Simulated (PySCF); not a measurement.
SnO2, SMILES [O]=[Sn]=[O].

Coordinates come from a r2SCAN-D4/def2-TZVP optimisation. The def2 effective core potentials stand for the cores of Sn; spin–orbit coupling is left out.

Two levels are set side by side: TDA-PBE/def2-SVPD (PySCF) and TDA-LC-ωPBE/def2-SVPD (PySCF). Vertical, same geometry. The lowest singlet is HOMO−1→LUMO 100 % with PBE and HOMO→LUMO 95 % with the other functional; states are paired by order. Differences are taken from unrounded values.

```json
[
 {"quantity": "lowest singlet excitation (eV)", "TDA-LC-ωPBE": "3.85"},
 {"quantity": "lowest triplet excitation (TDA) (eV)", "TDA-LC-ωPBE": "3.13"}
]
```

Task: What does TDA-PBE give, and how far is it from TDA-LC-ωPBE? (Estimate from the structure and the level; the computed values follow.)

Result: 
| quantity | TDA-PBE | TDA-PBE minus TDA-LC-ωPBE |
|---|---|---|
| lowest singlet excitation (eV) | 3.19 | -0.66 |
| lowest triplet excitation (TDA) (eV) | 2.57 | -0.56 |

A lower first singlet is the usual sign of a functional without exact exchange. Differences between two approximate levels are no errors against the true value.

Rough cost on one machine, each run with all the roots and properties that it gave: TDA-LC-ωPBE against TDA-PBE about 2 times.
